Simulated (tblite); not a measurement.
Record of a relaxation.

Compound: C₅H₉FSi.
Numbering: `[CH3:1][C:2]1=[CH:3][Si@H:4]([F:5])[CH2:6][CH2:7]1` (hydrogens: H8, H9, H10 on C1; H11 on C3; H12 on Si4; H13, H14 on C6; H15, H16 on C7)

Computed with GFN2-xTB (tblite), gas phase: L-BFGS steps from a force-field or distance-geometry start until the largest atomic force falls under 0.01 eV/Å. 8 of its 129 geometries are shown.

Step 0: E = -592.3839 eV, largest atomic force 3.165 eV/Å
```
atom  x, y, z in Å  |  force x, y, z in eV/Å
C1      2.216    0.382    0.181   -0.452  -0.116  -0.264
C2      0.701    0.246   -0.006    2.756   1.292   0.869
C3     -0.081    1.280    0.182   -1.987   1.142   0.103
Si4    -1.828    0.660   -0.145   -0.419   0.527   1.580
F5     -2.905    1.232    0.995    0.515  -0.305  -0.922
C6     -1.318   -1.145    0.216   -0.764   1.245   0.085
C7      0.071   -0.998   -0.377    0.224  -2.775  -1.238
H8      2.635   -0.617    0.196    0.303  -0.052   0.123
H9      2.670    0.925   -0.675   -0.324  -0.217   0.626
H10     2.451    0.905    1.132   -0.157  -0.293  -0.741
H11     0.191    2.294    0.446    0.278  -0.346  -0.074
H12    -2.189    0.857   -1.524   -0.473   0.143  -0.248
H13    -1.971   -1.840   -0.327    0.542  -0.180   0.519
H14    -1.272   -1.322    1.306   -0.143  -0.266  -0.690
H15    -0.084   -0.960   -1.491    0.437  -0.414   0.669
H16     0.704   -1.890   -0.119   -0.337   0.614  -0.396
```

Step 18: E = -592.8938 eV, largest atomic force 0.169 eV/Å
```
atom  x, y, z in Å  |  force x, y, z in eV/Å
C1      2.226    0.357    0.165    0.034   0.038   0.028
C2      0.743    0.259    0.019   -0.025   0.096  -0.025
C3     -0.112    1.272    0.187   -0.103   0.085  -0.012
Si4    -1.875    0.721   -0.123   -0.020  -0.021   0.028
F5     -2.983    1.255    0.935    0.110  -0.064   0.008
C6     -1.311   -1.079    0.135   -0.130   0.031   0.013
C7      0.132   -1.061   -0.373   -0.013   0.096   0.011
H8      2.679   -0.630    0.208    0.040   0.010   0.011
H9      2.663    0.902   -0.671   -0.038  -0.039  -0.066
H10     2.481    0.908    1.067    0.021  -0.004   0.062
H11     0.223    2.261    0.459    0.039  -0.017  -0.059
H12    -2.518    1.020   -1.404    0.102  -0.020   0.131
H13    -1.907   -1.844   -0.352    0.008  -0.054  -0.092
H14    -1.289   -1.321    1.198   -0.102   0.011   0.037
H15     0.121   -1.114   -1.463    0.089  -0.105  -0.098
H16     0.721   -1.899    0.002   -0.013  -0.043   0.024
```

Step 37: E = -592.9592 eV, largest atomic force 0.091 eV/Å
```
atom  x, y, z in Å  |  force x, y, z in eV/Å
C1      2.224    0.390    0.129    0.044  -0.015   0.005
C2      0.739    0.264    0.023    0.012   0.023  -0.014
C3     -0.108    1.292    0.112   -0.012   0.014  -0.005
Si4    -1.879    0.744   -0.083    0.019  -0.018   0.006
F5     -2.807    1.096    1.199   -0.036   0.034  -0.008
C6     -1.356   -1.084   -0.013   -0.022   0.000   0.001
C7      0.160   -1.097   -0.248   -0.015   0.025   0.008
H8      2.691   -0.583    0.244    0.050  -0.073   0.023
H9      2.631    0.857   -0.767    0.003   0.028  -0.044
H10     2.492    1.012    0.979    0.031   0.047   0.026
H11     0.257    2.295    0.266   -0.036   0.003   0.015
H12    -2.656    1.231   -1.213    0.000  -0.032   0.020
H13    -1.863   -1.746   -0.711   -0.006   0.023  -0.020
H14    -1.567   -1.464    0.987   -0.013  -0.027  -0.008
H15     0.384   -1.349   -1.289   -0.025  -0.023  -0.008
H16     0.652   -1.848    0.374    0.006  -0.008   0.002
```

Step 55: E = -592.9650 eV, largest atomic force 0.023 eV/Å
```
atom  x, y, z in Å  |  force x, y, z in eV/Å
C1      2.233    0.394    0.111    0.003   0.000   0.009
C2      0.744    0.269    0.029   -0.003  -0.013  -0.004
C3     -0.107    1.295    0.120    0.004  -0.005   0.015
Si4    -1.879    0.745   -0.052    0.000  -0.003  -0.009
F5     -2.793    1.117    1.236   -0.006  -0.013   0.001
C6     -1.363   -1.085   -0.043   -0.021   0.008  -0.001
C7      0.165   -1.099   -0.212   -0.021  -0.005  -0.008
H8      2.701   -0.574    0.268    0.007  -0.005   0.007
H9      2.627    0.817   -0.814   -0.014  -0.014  -0.010
H10     2.516    1.060    0.923    0.014   0.018   0.002
H11     0.250    2.301    0.269   -0.003   0.007  -0.002
H12    -2.685    1.217   -1.167    0.004   0.011  -0.006
H13    -1.840   -1.683   -0.818    0.009   0.007   0.004
H14    -1.635   -1.541    0.909    0.019  -0.001   0.000
H15     0.428   -1.399   -1.231    0.000  -0.003   0.004
H16     0.629   -1.825    0.461    0.008   0.012  -0.005
```

Step 73: E = -592.9711 eV, largest atomic force 0.037 eV/Å
```
atom  x, y, z in Å  |  force x, y, z in eV/Å
C1      2.233    0.397    0.079    0.009   0.003  -0.003
C2      0.743    0.275    0.063    0.007  -0.005   0.001
C3     -0.112    1.293    0.192    0.013   0.006   0.006
Si4    -1.881    0.748   -0.019    0.003  -0.009  -0.004
F5     -2.839    1.038    1.256    0.011   0.008   0.003
C6     -1.364   -1.080   -0.087   -0.020  -0.009  -0.006
C7      0.171   -1.095   -0.179   -0.009  -0.001  -0.005
H8      2.697   -0.533    0.402    0.005   0.025   0.019
H9      2.586    0.615   -0.930    0.017  -0.019   0.011
H10     2.562    1.206    0.728   -0.036  -0.003  -0.008
H11     0.239    2.300    0.352    0.018   0.016   0.002
H12    -2.647    1.288   -1.133   -0.014  -0.003   0.006
H13    -1.797   -1.624   -0.923   -0.020  -0.005   0.012
H14    -1.687   -1.592    0.819    0.001  -0.006  -0.017
H15     0.491   -1.427   -1.171   -0.008  -0.004  -0.009
H16     0.596   -1.800    0.540    0.024   0.005  -0.009
```

Step 91: E = -592.9846 eV, largest atomic force 0.073 eV/Å
```
atom  x, y, z in Å  |  force x, y, z in eV/Å
C1      2.228    0.403    0.106    0.039  -0.013   0.007
C2      0.742    0.263    0.055    0.011  -0.002   0.015
C3     -0.109    1.274    0.247    0.001  -0.009  -0.016
Si4    -1.875    0.745   -0.014   -0.018  -0.003  -0.016
F5     -2.870    1.059    1.227    0.008  -0.012   0.002
C6     -1.361   -1.085   -0.069    0.000   0.001   0.014
C7      0.164   -1.091   -0.271    0.005   0.011  -0.012
H8      2.676   -0.396    0.695    0.003   0.004  -0.019
H9      2.639    0.348   -0.904   -0.008  -0.046   0.042
H10     2.514    1.363    0.534   -0.015  -0.048  -0.014
H11     0.251    2.264    0.476   -0.021   0.013  -0.024
H12    -2.592    1.285   -1.161   -0.019  -0.009   0.020
H13    -1.858   -1.666   -0.843    0.039  -0.002   0.024
H14    -1.603   -1.559    0.883   -0.016  -0.012  -0.015
H15     0.403   -1.335   -1.310    0.000   0.067  -0.028
H16     0.643   -1.863    0.339   -0.010   0.059   0.018
```

Step 110: E = -592.9959 eV, largest atomic force 0.037 eV/Å
```
atom  x, y, z in Å  |  force x, y, z in eV/Å
C1      2.228    0.383    0.143    0.011  -0.010  -0.023
C2      0.742    0.281    0.046   -0.016   0.009  -0.012
C3     -0.115    1.291    0.217    0.008  -0.010  -0.006
Si4    -1.883    0.740   -0.009    0.008   0.010   0.000
F5     -2.825    1.035    1.276   -0.014   0.000   0.010
C6     -1.350   -1.084   -0.075    0.008   0.001  -0.005
C7      0.167   -1.061   -0.321    0.002  -0.016  -0.011
H8      2.606   -0.318    0.888    0.001   0.033  -0.017
H9      2.681    0.124   -0.815    0.001  -0.014   0.026
H10     2.538    1.390    0.413   -0.007  -0.008   0.018
H11     0.232    2.286    0.446   -0.001   0.005   0.007
H12    -2.663    1.266   -1.119    0.004   0.000   0.004
H13    -1.853   -1.677   -0.835    0.003   0.001   0.003
H14    -1.561   -1.560    0.883    0.014  -0.002  -0.005
H15     0.371   -1.233   -1.383   -0.002  -0.006   0.012
H16     0.678   -1.855    0.231   -0.019   0.006   0.001
```

Step 128: E = -592.9969 eV, largest atomic force 0.009 eV/Å
```
atom  x, y, z in Å  |  force x, y, z in eV/Å
C1      2.228    0.385    0.141    0.001  -0.001  -0.002
C2      0.742    0.282    0.037    0.001  -0.001   0.004
C3     -0.114    1.290    0.218    0.001  -0.001  -0.002
Si4    -1.883    0.740    0.003   -0.007   0.005   0.001
F5     -2.816    1.014    1.300   -0.001   0.000   0.002
C6     -1.350   -1.082   -0.090    0.000   0.006  -0.001
C7      0.168   -1.061   -0.328    0.002  -0.001  -0.001
H8      2.593   -0.259    0.943    0.000   0.004  -0.004
H9      2.695    0.052   -0.786    0.000  -0.001   0.002
H10     2.537    1.407    0.346    0.005   0.000   0.001
H11     0.233    2.284    0.451    0.000   0.002   0.001
H12    -2.675    1.284   -1.090    0.000  -0.002  -0.003
H13    -1.850   -1.661   -0.863   -0.008  -0.004   0.002
H14    -1.567   -1.574    0.858    0.001  -0.006  -0.001
H15     0.379   -1.242   -1.386    0.007   0.003  -0.004
H16     0.673   -1.851    0.234   -0.002  -0.005   0.004
```

Task: Summarise the path.

Result: The energy falls by 14.14 kcal/mol from step 0 to step 128; nine tenths of that is first reached at step 27. It rises by more than 0.2 meV at steps 70 and 86. The largest force goes from 3.165 to 0.009 eV/Å. Among the bonds C2–C7 changes most, from 1.443 to 1.506 Å; the atoms move by 0.522 Å rms after alignment.

Task: Follow the three bonds and two angles with the largest change from start to end.

Result: 
| step | E above end (kcal/mol) | largest force (eV/Å) | C2–C7 (Å) | Si4–F5 (Å) | C1–C2 (Å) | F5–Si4–H12 (°) | Si4–C6–C7 (°) |
| --- | --- | --- | --- | --- | --- | --- | --- |
| 0 | 14.14 | 3.165 | 1.443 | 1.669 | 1.533 | 116.5 | 94.5 |
| 6 | 4.62 | 0.386 | 1.504 | 1.615 | 1.491 | 113.3 | 99.7 |
| 11 | 3.00 | 0.216 | 1.512 | 1.617 | 1.498 | 104.0 | 101.1 |
| 17 | 2.48 | 0.201 | 1.505 | 1.623 | 1.493 | 101.4 | 102.6 |
| 22 | 1.94 | 0.220 | 1.511 | 1.616 | 1.502 | 103.3 | 103.2 |
| 28 | 1.30 | 0.152 | 1.507 | 1.622 | 1.495 | 103.5 | 105.2 |
| 33 | 1.00 | 0.158 | 1.504 | 1.624 | 1.498 | 103.8 | 105.3 |
| 39 | 0.83 | 0.057 | 1.504 | 1.621 | 1.496 | 103.3 | 105.9 |
| 45 | 0.78 | 0.043 | 1.505 | 1.622 | 1.497 | 102.7 | 105.9 |
| 50 | 0.76 | 0.041 | 1.505 | 1.623 | 1.499 | 102.9 | 106.0 |
| 56 | 0.73 | 0.025 | 1.505 | 1.622 | 1.497 | 102.8 | 106.1 |
| 61 | 0.72 | 0.026 | 1.504 | 1.622 | 1.496 | 102.9 | 106.1 |
| 67 | 0.68 | 0.068 | 1.505 | 1.623 | 1.498 | 103.3 | 106.4 |
| 72 | 0.60 | 0.037 | 1.504 | 1.622 | 1.496 | 103.0 | 106.5 |
| 78 | 0.55 | 0.057 | 1.505 | 1.621 | 1.495 | 102.6 | 106.1 |
| 83 | 0.46 | 0.127 | 1.504 | 1.621 | 1.494 | 103.1 | 106.2 |
| 89 | 0.31 | 0.070 | 1.506 | 1.621 | 1.493 | 103.3 | 105.9 |
| 95 | 0.20 | 0.068 | 1.508 | 1.621 | 1.494 | 102.8 | 106.0 |
| 100 | 0.12 | 0.060 | 1.506 | 1.621 | 1.494 | 103.3 | 105.7 |
| 106 | 0.04 | 0.067 | 1.506 | 1.622 | 1.492 | 102.9 | 105.5 |
| 111 | 0.02 | 0.038 | 1.506 | 1.621 | 1.493 | 103.0 | 105.6 |
| 117 | 0.01 | 0.017 | 1.506 | 1.622 | 1.493 | 103.0 | 105.7 |
| 122 | 0.00 | 0.017 | 1.506 | 1.622 | 1.493 | 103.0 | 105.8 |
| 128 | 0.00 | 0.009 | 1.506 | 1.622 | 1.493 | 103.0 | 105.8 |

The cost below is that of the whole relaxation. The run took 1.3 s wall on an Arm Neoverse N1 with one thread, shared host with 64 logical CPUs at a one-minute load of 60.
